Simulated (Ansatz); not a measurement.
The same substitution along the group O, S, Se.

Isolated molecules relaxed with PBE0-D4/def2-TZVP in Ansatz; ΔE leaves out vibrations. CBS: MP2 limit from def2 TZ/QZ plus the TZ coupled-cluster correction, frozen cores. This one scheme is used for every species. Double bonds are as drawn, so ΔE can hold a change between cis and trans. Functionals use def2-TZVPP. For Se outer-core shells are correlated without core-valence functions, which leaves a few kJ/mol of doubt a bond. Scalar relativity is left out up to krypton. Each species was taken in one conformer, which may not be the lowest.

```tsv
reaction	PBE-D4 (kJ/mol)	HF/CBS(def2) (kJ/mol)
`C/N=C/O` + H–F → `C/N=C\F` + H₂O	25	21
`C/N=C/S` + H–F → `C/N=C\F` + H₂S	10	-11
`C/N=C/[SeH]` + H–F → `C/N=C\F` + H₂Se	8	-14
```

Give the CCSD(T)/CBS values in the same order. (Estimate.)

Computed: 26, 16, 16 kJ/mol.

Largest T1 diagnostic: 0.013, for `C/N=C/O`.
